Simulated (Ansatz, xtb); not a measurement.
## C2H5AlBr: where a starting geometry ends

The starting geometry of this gas-phase doublet was built from a drawn formula by distance geometry and a force field; its bonds are those of `[CH2][AlH][CH2]Br`.

```yaml
atoms:
  - { symbol: C, position_ang: [-0.4801, -0.6838, 0.7738] }
  - { symbol: C, position_ang: [0.1778, 0.4135, -2.4784] }
  - { symbol: Al, position_ang: [0.1508, -1.0273, -1.1403] }
  - { symbol: Br, position_ang: [-1.5873, 1.2000, -2.6400] }
  - { symbol: H, position_ang: [0.2018, 0.0250, 1.1890] }
  - { symbol: H, position_ang: [-0.4499, -1.6235, 1.3064] }
  - { symbol: H, position_ang: [0.5029, -2.5267, -1.5406] }
  - { symbol: H, position_ang: [0.8415, 1.2060, -2.0633] }
  - { symbol: H, position_ang: [0.5150, 0.0488, -3.4203] }
```

Predict what it relaxes into with r2SCAN-D4/def2-SVP.

A new bond forms, giving a structure with Br4 bridging Al3 and C2, given below by its coordinates. Contacts that close: Al3–Br4 (3.20 → 2.69 Å).

The energy falls by 0.86 eV over 12 steps:

```tsv
step	E − E(last) (eV)
1	0.861
2	0.353
3	0.246
5	0.059
6	0.032
7	0.022
8	0.002
10	0.000
11	0.000
12	0.000
```

Final geometry (Å):

```xyz
9

C    -0.1260   -0.7425    0.7077
C     0.4408    0.4181   -2.3818
Al    0.0193   -1.0912   -1.1841
Br   -1.5759    0.5825   -2.5547
H    -0.0734    0.2590    1.1595
H    -0.2810   -1.5190    1.4703
H    -0.0958   -2.5372   -1.8209
H     0.7679    1.3950   -2.0001
H     0.7966    0.2673   -3.4097
```

From the same start GFN2-xTB reaches the same bonding as this run.

No frequencies were run, so the end isn't proven a minimum. Open shells are spin-unrestricted. Run with Ansatz 0.2.0, 50 s on 2 threads of Intel(R) Xeon(R) 6975P-C (Granite Rapids), with other jobs on the host.
